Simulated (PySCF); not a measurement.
PySCF input file for Mg(Me)(SMe) (C2H6MgS), SMILES [CH3][Mg][S]C, B3LYP-D3(BJ)/def2-SVP. Geometry optimised at B3LYP-D3(BJ)/def2-SVP. The structure was generated by enumeration; whether it is a known compound was not checked. The values are those of a single conformer.

```python
import numpy as np
from pyscf import gto, scf, dft, df
from pyscf.hessian import thermo

mol = gto.M(
    atom='''
    Mg   -0.57687012    0.30247440    0.74212334
    C    -2.06681315    1.34679547    1.77162265
    H    -2.31213073    0.85657937    2.72992368
    H    -3.00187711    1.40665242    1.18794967
    H    -1.75756211    2.38076353    2.00302278
    S     1.09330151   -0.88623366   -0.34616280
    C     0.98922434   -0.27797096   -2.09022784
    H     0.01470580   -0.50101791   -2.54849387
    H     1.76364380   -0.80693703   -2.66331859
    H     1.18837066    0.80105817   -2.16432788
    ''',
    basis='def2-SVP',
    charge=0,
    spin=0,
    max_memory=1600,
    verbose=3,
)
mf = dft.RKS(mol, xc='b3lyp').density_fit(auxbasis='def2-universal-jkfit')
mf.disp = 'd3bj'
mf.grids.level = 3
mf.conv_tol = 1e-11
mf.max_cycle = 100
mf.kernel()

# [left out here: the lines that compute and print the analytic Hessian (its translational invariance restored by hand, since the grid's response is missing), thermochemistry and intensities]
```

It prints:

```
converged SCF energy = -677.919780601288

WARN: DFTD3 does not support analytical Hessian, using finite difference


WARN: Mole.unit (angstrom) is changed to Bohr

Mode                                 0                   1                   2
Irrep
Freq [cm^-1]                      -16.8140             50.7582             75.8444
Reduced mass [au]                   1.0696              1.0421              3.2781
Force const [Dyne/A]               -0.0002              0.0016              0.0111
Char temp [K]                     -24.1916             73.0297            109.1232
Normal mode                   x     y     z       x     y     z       x     y     z
       0  Mg                 0.00  0.00  0.00    0.01  0.01  0.00   -0.04  0.06 -0.05
       1   C                -0.01 -0.01 -0.00   -0.03 -0.03 -0.01    0.01 -0.04  0.12
       2   H                -0.40 -0.31 -0.26   -0.03 -0.04 -0.02    0.10 -0.12  0.11
       3   H                 0.17  0.46 -0.23   -0.02 -0.05 -0.02   -0.05 -0.03  0.21
       4   H                 0.20 -0.18  0.48   -0.05 -0.02  0.00    0.00 -0.05  0.18
       5   S                 0.02  0.02  0.01    0.01  0.01  0.00   -0.03  0.03 -0.00
       6   C                -0.03 -0.04 -0.01   -0.01 -0.01 -0.00    0.12 -0.09 -0.05
       7   H                -0.04 -0.08  0.01   -0.20  0.48  0.17    0.15 -0.10 -0.10
       8   H                -0.03 -0.04 -0.01   -0.39 -0.43 -0.13    0.15 -0.15  0.05
       9   H                -0.07 -0.04 -0.05    0.53 -0.12 -0.06    0.15 -0.10 -0.10
Mode                                 3                   4                   5
Irrep
Freq [cm^-1]                      123.1014            166.3292            346.7583
Reduced mass [au]                   4.9037              5.1291              7.1349
Force const [Dyne/A]                0.0438              0.0836              0.5055
Char temp [K]                     177.1155            239.3107            498.9080
Normal mode                   x     y     z       x     y     z       x     y     z
       0  Mg                 0.10  0.11  0.03   -0.01  0.05 -0.13   -0.04  0.03  0.02
       1   C                -0.07 -0.08 -0.02    0.04 -0.04  0.02   -0.12  0.08  0.08
       2   H                -0.08 -0.16 -0.07    0.16 -0.14 -0.00   -0.10  0.07  0.08
       3   H                -0.03 -0.19 -0.10   -0.03 -0.01  0.13   -0.13  0.09  0.09
       4   H                -0.24 -0.04  0.05    0.03 -0.05  0.09   -0.12  0.08  0.09
       5   S                -0.04 -0.04 -0.01    0.03 -0.04  0.05    0.09 -0.07 -0.04
       6   C                -0.00 -0.00 -0.00   -0.08  0.05  0.08    0.00  0.01 -0.02
       7   H                 0.03 -0.06 -0.04   -0.10  0.06  0.12   -0.02  0.01  0.01
       8   H                 0.05  0.06  0.02   -0.11  0.10 -0.00   -0.02  0.04 -0.09
       9   H                -0.07  0.01  0.03   -0.10  0.06  0.12   -0.02  0.01  0.01
Mode                                 6                   7                   8
Irrep
Freq [cm^-1]                      579.0180            583.8755            599.2230
Reduced mass [au]                   1.2351              1.2224              7.4113
Force const [Dyne/A]                0.2440              0.2455              1.5679
Char temp [K]                     833.0780            840.0668            862.1485
Normal mode                   x     y     z       x     y     z       x     y     z
       0  Mg                -0.00 -0.02  0.04    0.03  0.02  0.01   -0.11  0.08  0.07
       1   C                -0.01  0.06 -0.10   -0.08 -0.07 -0.04    0.11 -0.08 -0.07
       2   H                 0.51 -0.43 -0.20    0.09  0.18  0.13    0.08 -0.05 -0.06
       3   H                -0.27  0.06  0.35   -0.25  0.41  0.31    0.13 -0.08 -0.10
       4   H                -0.12  0.00  0.30    0.57 -0.21 -0.23    0.13 -0.08 -0.11
       5   S                -0.00  0.00 -0.00   -0.00 -0.00 -0.00    0.03 -0.02 -0.01
       6   C                 0.00 -0.00 -0.01    0.00 -0.00 -0.00    0.00  0.00 -0.02
       7   H                 0.00 -0.00 -0.01    0.00 -0.00 -0.00   -0.01  0.01 -0.01
       8   H                 0.01 -0.01  0.01    0.00  0.00  0.00   -0.01  0.02 -0.05
       9   H                 0.01 -0.00 -0.01   -0.00  0.00 -0.00   -0.01  0.01 -0.01
Mode                                 9                  10                  11
Irrep
Freq [cm^-1]                      692.0883            947.7398            960.9142
Reduced mass [au]                   6.8224              1.1732              1.1859
Force const [Dyne/A]                1.9254              0.6209              0.6452
Char temp [K]                     995.7610           1363.5865           1382.5415
Normal mode                   x     y     z       x     y     z       x     y     z
       0  Mg                -0.01  0.01  0.00    0.00  0.00  0.00   -0.00  0.00 -0.00
       1   C                 0.00 -0.00 -0.00   -0.00 -0.00 -0.00    0.00 -0.00  0.00
       2   H                 0.01 -0.01 -0.00    0.00  0.00  0.00   -0.01  0.00  0.00
       3   H                 0.00 -0.00 -0.00   -0.00  0.00  0.00    0.00  0.00 -0.00
       4   H                 0.01 -0.00 -0.00    0.00 -0.00 -0.00   -0.00  0.00 -0.00
       5   S                 0.00  0.03 -0.10    0.01  0.02  0.00    0.02 -0.01 -0.01
       6   C                 0.01 -0.07  0.21   -0.07 -0.08 -0.02   -0.08  0.07  0.03
       7   H                 0.02 -0.05  0.16    0.06  0.33 -0.53    0.14 -0.07 -0.39
       8   H                -0.01 -0.04  0.16    0.16  0.18  0.06    0.11 -0.28  0.62
       9   H                 0.01 -0.07  0.16    0.16 -0.09  0.60    0.20 -0.01 -0.37
Mode                                12                  13                  14
Irrep
Freq [cm^-1]                     1148.7769           1333.4901           1427.6256
Reduced mass [au]                   1.2025              1.1414              1.0579
Force const [Dyne/A]                0.9350              1.1958              1.2703
Char temp [K]                    1652.8342           1918.5953           2054.0353
Normal mode                   x     y     z       x     y     z       x     y     z
       0  Mg                 0.00 -0.00 -0.00    0.00 -0.00  0.00   -0.00 -0.00 -0.00
       1   C                -0.09  0.06  0.06   -0.00  0.00 -0.00   -0.04 -0.04 -0.02
       2   H                 0.35 -0.38 -0.08   -0.00  0.01  0.00    0.54  0.34  0.32
       3   H                 0.21 -0.26 -0.40   -0.00 -0.00  0.01    0.23  0.28 -0.39
       4   H                 0.46 -0.07 -0.23   -0.00 -0.00  0.01   -0.20 -0.06  0.33
       5   S                -0.00  0.00  0.00   -0.00 -0.00  0.01    0.00  0.00  0.00
       6   C                -0.00  0.00  0.00    0.00 -0.03  0.10    0.00  0.00  0.00
       7   H                 0.00  0.00 -0.01    0.18  0.22 -0.46    0.00 -0.01 -0.00
       8   H                -0.00  0.00 -0.00   -0.16  0.27 -0.44   -0.01 -0.01 -0.00
       9   H                 0.00 -0.00 -0.01   -0.05 -0.04 -0.53    0.00  0.00  0.01
Mode                                15                  16                  17
Irrep
Freq [cm^-1]                     1428.1387           1456.8197           1462.4584
Reduced mass [au]                   1.0580              1.0541              1.0546
Force const [Dyne/A]                1.2714              1.3180              1.3289
Char temp [K]                    2054.7736           2096.0392           2104.1520
Normal mode                   x     y     z       x     y     z       x     y     z
       0  Mg                 0.00 -0.00  0.00    0.00 -0.00  0.00    0.00  0.00  0.00
       1   C                 0.01 -0.04  0.05    0.00  0.00  0.00    0.00  0.00  0.00
       2   H                 0.11 -0.32 -0.09   -0.00 -0.01 -0.00   -0.01 -0.01 -0.00
       3   H                 0.10  0.57 -0.04   -0.00  0.00  0.00   -0.00 -0.00  0.01
       4   H                -0.36  0.22 -0.55   -0.00  0.00 -0.01    0.00  0.00 -0.01
       5   S                -0.00  0.00 -0.00   -0.00  0.00  0.00    0.00  0.00  0.00
       6   C                 0.00 -0.00  0.00   -0.05  0.04  0.01    0.04  0.05  0.01
       7   H                -0.00  0.01 -0.00    0.14 -0.62 -0.04    0.24 -0.20 -0.35
       8   H                 0.00  0.00 -0.00   -0.12  0.19 -0.27   -0.46 -0.51 -0.15
       9   H                -0.01  0.00 -0.01    0.62 -0.09  0.12   -0.32  0.11  0.32
Mode                                18                  19                  20
Irrep
Freq [cm^-1]                     3009.2228           3036.0568           3096.5040
Reduced mass [au]                   1.0336              1.0306              1.1001
Force const [Dyne/A]                5.5143              5.5972              6.2146
Char temp [K]                    4329.6017           4368.2098           4455.1798
Normal mode                   x     y     z       x     y     z       x     y     z
       0  Mg                 0.00 -0.00 -0.00    0.00 -0.00 -0.00   -0.00  0.00 -0.00
       1   C                -0.03  0.02  0.02    0.00 -0.00 -0.00   -0.03  0.04 -0.07
       2   H                 0.11  0.27 -0.49   -0.00 -0.00  0.00   -0.17 -0.32  0.62
       3   H                 0.47 -0.02  0.32   -0.00  0.00 -0.00    0.51 -0.02  0.31
       4   H                -0.18 -0.52 -0.11    0.00  0.00  0.00   -0.04 -0.12 -0.05
       5   S                -0.00  0.00  0.00   -0.00  0.00  0.00   -0.00  0.00 -0.00
       6   C                 0.00 -0.00  0.00    0.01 -0.02  0.04   -0.00 -0.00 -0.00
       7   H                -0.00 -0.00 -0.00   -0.53 -0.13 -0.23    0.00  0.00  0.00
       8   H                 0.00 -0.00 -0.00    0.36 -0.25 -0.25   -0.00  0.00  0.00
       9   H                 0.00  0.01 -0.00    0.11  0.58 -0.02    0.00  0.00  0.00
Mode                                21                  22                  23
Irrep
Freq [cm^-1]                     3098.7715           3129.7662           3136.4583
Reduced mass [au]                   1.1004              1.1087              1.1063
Force const [Dyne/A]                6.2254              6.3986              6.4121
Char temp [K]                    4458.4423           4503.0368           4512.6652
Normal mode                   x     y     z       x     y     z       x     y     z
       0  Mg                -0.00 -0.00 -0.00   -0.00 -0.00 -0.00   -0.00  0.00  0.00
       1   C                -0.06 -0.07 -0.02    0.00  0.00 -0.00    0.00  0.00 -0.00
       2   H                 0.05  0.11 -0.24   -0.00 -0.00  0.00   -0.00 -0.00  0.00
       3   H                 0.41 -0.04  0.26   -0.00 -0.00 -0.00   -0.00  0.00 -0.00
       4   H                 0.21  0.72  0.16   -0.00 -0.00 -0.00   -0.00  0.00  0.00
       5   S                -0.00 -0.00 -0.00   -0.00 -0.00 -0.00   -0.00  0.00 -0.00
       6   C                 0.00  0.00 -0.00    0.06  0.07  0.02    0.07 -0.05 -0.02
       7   H                -0.00 -0.00 -0.00   -0.60 -0.13 -0.26   -0.30 -0.09 -0.14
       8   H                -0.00  0.00  0.00    0.01  0.01  0.00   -0.58  0.40  0.41
       9   H                -0.00 -0.00  0.00   -0.11 -0.66  0.03    0.08  0.33 -0.02
temperature 298.1500 [K]
pressure 101325.00 [Pa]
Rotational constants [GHz] 13.35146 1.71025 1.54588
Symmetry number 1
Zero-point energy (ZPE) 0.07265 [Eh]   190742.999 [J/mol]
                           tot       elec      trans        rot        vib
Entropy [J/mol/K]       349.277      0.000    164.362    111.346     73.569
Cv [J/mol/K]             87.527      0.000     12.472     12.472     62.583
Cp [J/mol/K]             95.841      0.000     20.786     12.472     62.583
Internal energy [J/mol]                      3718.434   3718.434 201368.668
Internal energy [Eh]   -677.84025  -677.91978
Enthalpy [J/mol]                             6197.391   3718.434 201368.668
Enthalpy [Eh]          -677.83931
Gibbs free energy [J/mol]                  -42807.135 -29479.494 179434.090
Gibbs free energy [Eh] -677.87897
mode   freq/cm-1   IR/(km/mol)
   1      -16.81         0.210
   2       50.76         0.162
   3       75.84         6.301
   4      123.10        22.261
   5      166.33        15.028
   6      346.76         7.869
   7      579.02        78.682
   8      583.88        70.603
   9      599.22        66.387
  10      692.09         9.292
  11      947.74         7.457
  12      960.91         6.514
  13     1148.78         1.242
  14     1333.49        26.831
  15     1427.63         0.031
  16     1428.14         0.181
  17     1456.82         4.861
  18     1462.46         4.612
  19     3009.22        20.509
  20     3036.06        37.952
  21     3096.50        11.058
  22     3098.77        11.223
  23     3129.77         7.803
  24     3136.46         3.888
max |gradient| / (hartree/bohr): 5.417349286467095e-05
APT charges: [ 0.9135 -0.3411 -0.0302 -0.029  -0.0302 -0.5419  0.1218 -0.0255 -0.0119
 -0.0255]
```

The run converged. The end point has an imaginary mode, so it is no minimum.
